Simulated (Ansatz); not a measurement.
Start from `N#[C][GaH2]` and change one atom or group to get `N#[C][SnH3]`.

Ansatz, PBE0-D4/def2-TZVP geometries, multiplicity 1. 

Elements past krypton have def2 core potentials. Scalar relativity is left out up to krypton.

```tsv
property	`N#[C][GaH2]`
HOMO energy (PBE0/def2-TZVPP) / eV	-9.27
HOMO–LUMO gap (B3LYP/def2-TZVPP) / eV	6.08
size of the dipole moment (PBE/def2-TZVPP) / D	3.62
zero-point energy (PBE0-D4/def2-TZVP) / kJ/mol	55.0
size of the dipole moment (B3LYP/def2-TZVPP) / D	3.76
HOMO–LUMO gap (ωB97M-V/def2-TZVPP) / eV	10.60
```

(1) Give the same properties after the change, and the shifts. (Best estimate.)

## Answers

(1) Ansatz gave: 
```csv
property,`N#[C][SnH3]`,shift
HOMO energy (PBE0/def2-TZVPP) / eV,-9.53,-0.26
HOMO–LUMO gap (B3LYP/def2-TZVPP) / eV,8.68,2.60
size of the dipole moment (PBE/def2-TZVPP) / D,4.15,0.53
zero-point energy (PBE0-D4/def2-TZVP) / kJ/mol,73.7,18.7
size of the dipole moment (B3LYP/def2-TZVPP) / D,4.30,0.54
HOMO–LUMO gap (ωB97M-V/def2-TZVPP) / eV,12.81,2.21
```

With PBE0 the HOMO falls by 0.26 eV and the LUMO rises by 2.34 eV, so the gap widens by about 2.60 eV. PBE moves the HOMO by -0.23 eV and ωB97M-V by -0.27 eV. The zero-point energy changes by 18.7 kJ/mol with +3 modes. Dipoles are sizes alone; their direction can turn.

B3LYP here is the variant with VWN-RPA as its local correlation; programs differ in this.
